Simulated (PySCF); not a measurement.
Isomers of C2H6Si. Gas-phase values, no solvent. Strings in code marks are SMILES.

Calculation: PySCF with B3LYP-D3(BJ)/def2-TZVP. B3LYP has the VWN-RPA correlation part, as in Gaussian. 

```json
[
 {"species": "`CC=[SiH2]`", "HOMO (eV)": "-5.96", "HOMO–LUMO gap (eV)": "4.75", "dipole moment (D)": "0.20"},
 {"species": "`C=[SiH]C`", "HOMO (eV)": "-6.02", "HOMO–LUMO gap (eV)": "5.18", "dipole moment (D)": "1.67"},
 {"species": "`C=C[SiH3]`", "HOMO (eV)": "-7.76", "HOMO–LUMO gap (eV)": "7.07", "dipole moment (D)": "0.73"},
 {"species": "`C1C[SiH2]1`", "HOMO (eV)": "-6.73", "HOMO–LUMO gap (eV)": "6.80", "dipole moment (D)": "0.05"}
]
```
